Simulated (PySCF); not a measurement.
An unknown shows these calculated signals:

¹H NMR (400 MHz, computed): δ 5.98 (br s, 1H), 3.27 (m, 1H), 2.13 (s, 1H), 1.86 (m, 2H), 1.80 (m, 2H), 0.50 (s, 3H).

¹³C{¹H} NMR (computed): δ 185.0 (C), 105.0 (CH), 91.5 (C), 33.3 (CH), 23.9 (CH2), 1.2 (CH3).

PySCF 2.14.0 with density-fitted response routines calculation with σ from GIAO-PBE0/pcSseg-1 and geometry from GFN2-xTB; no solvent, equivalent nuclei averaged, relativity neglected, one computed conformer.

Referencing at the same level of theory: TMS for ¹H (σref 31.72), ¹³C (σref 186.93).

Problem. Which of these does the molecule contain: a Si–H bond, a carboxylic acid, a Si–CH3 group, a C≡C triple bond, a heteroaromatic ring, a non-aromatic C=C double bond?

Solution. 
- A Si–H bond: no.
- A carboxylic acid: yes (δC 185.0; δH 5.98 (br s)).
- A Si–CH3 group: yes (δC 1.2; δH 0.50 (s)).
- A C≡C triple bond: yes (δC 105.0, 91.5; δH 2.13 (s)).
- A heteroaromatic ring: no.
- A non-aromatic C=C double bond: no.

The data belong to `InChI=1S/C7H10O2Si/c1-3-10(2)4-6(5-10)7(8)9/h1,6H,4-5H2,2H3,(H,8,9)/t6-,10-`; they needn't prove each group on their own.

Carbon signals by region: 1 in the far downfield region (above 160 ppm), 1 in the sp2 and nitrile region (100–160 ppm), 1 at 50–100 ppm, 3 below 50 ppm. Above 160 ppm: 185.0, carboxylic acid carbon.

Exchangeable OH/NH protons stand at their gas-phase positions; hydrogen bonding in a real sample shifts them, mostly to higher δ. Shifts are as computed. Against solution values, carbons near 30 ppm lie about +3 ppm off and those near 130 ppm about +5 ppm. Of 1211 compounds with measured shifts, 218 miss one by over three times the rms of a fit or turn the order of signals round; such compounds aren't used in these exercises. Hydrogen bonding in solution deshields acid and N–H amide carbonyl carbons by as much as 10 ppm beyond these values. Multiplicities follow the n + 1 count of equivalent neighbours, as no J values were calculated; m marks all less simple cases, F and P coupling included.
